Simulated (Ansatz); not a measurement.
Reaction (ligand exchange at the Al–O bond): `C#[C][AlH][OH]` + H–F → `C#[C][AlH][F]` + H₂O

Program: Ansatz. Geometries: PBE0-D4/def2-TZVP. ΔE: electronic, gas phase. CBS: MP2 limit from def2 TZ/QZ plus the TZ coupled-cluster correction, frozen cores. This one scheme is used for every species. Each species was taken in one conformer, which may not be the lowest.

| species | CCSD(T)/CBS(def2) energy (Eh) |
| --- | --- |
| `C#[C][AlH][OH]` | -395.10198 |
| H–F | -100.39570 |
| `C#[C][AlH][F]` | -419.13611 |
| H₂O | -76.37941 |

Question: Work out ΔE.

Answer: ΔE = (-419.13611) + (-76.37941) − (-395.10198) − (-100.39570) = -0.01784 Eh = -11.2 kcal/mol.

Largest T1 diagnostic among the species: 0.014.

In def2-TZVPP, CCSD(T) changes the Hartree–Fock value by +1.5 kcal/mol (the triples alone add +0.3 kcal/mol) and MP2 by +1.8 kcal/mol. Leaving LDA and LC-ωPBE aside and taking each functional with its dispersion term where it has one, the values, not all of them listed here, spread over 1.3 kcal/mol, from B97M-V to revPBE-D4. LDA lies +1.3 kcal/mol from PBE without D4.
